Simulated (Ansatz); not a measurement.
`[CH3][GeH2][I]` + `OC=S` → `[CH3][GeH2][O]C=S` + HI  (ligand exchange at a Ge–I bond)

Calculated with Ansatz (gas phase, PBE0-D4/def2-TZVP geometries, no zero-point term in ΔE). CCSD(T)/CBS is the MP2 limit (def2-TZVPP, def2-QZVPP) plus CCSD(T) − MP2 in def2-TZVPP, frozen cores. This one scheme is used for every species. Functionals use def2-TZVPP. B3LYP here is the variant with VWN-RPA as its local correlation; programs differ in this. def2 core potentials past Kr. For Ge, I outer-core shells are correlated without core-valence functions, which leaves a few kJ/mol of doubt a bond. Scalar relativity is left out up to krypton. One conformer a species, not always the lowest.

```tsv
level	ΔE (kJ/mol)	difference from CCSD(T)/CBS
PBE-D4	56.1	2.9
r2SCAN-D4	52.8	-0.4
PBE0-D4	59.3	6.1
B3LYP-D4	49.3	-3.9
ωB97X-V	49.5	-3.7
ωB97M-V	52.5	-0.7
B2PLYP	48.3	-4.9
PBE	57.0	3.8
r2SCAN	53.5	0.3
PBE0	60.1	6.9
B3LYP	50.3	-2.9
HF/def2-TZVPP	51.0	-2.2
MP2/def2-TZVPP	50.8	-2.4
SCS-MP2/def2-TZVPP	46.1	-7.1
CCSD/def2-TZVPP	45.3	-7.9
CCSD(T)/def2-TZVPP	44.4	-8.8
HF/def2-QZVPP	50.3	-2.9
MP2/def2-QZVPP	55.6	2.4
SCS-MP2/def2-QZVPP	50.6	-2.6
HF/CBS(def2)	50.2	-3.0
MP2/CBS(def2)	59.6	6.4
CCSD/CBS(def2)	54.1	0.9
CCSD(T)/CBS	53.2	0
```

Largest T1 diagnostic among the species: 0.018.

From PBE to PBE0 (25 % exact exchange), in def2-TZVPP and without D4, ΔE moves by +3.1 kJ/mol.
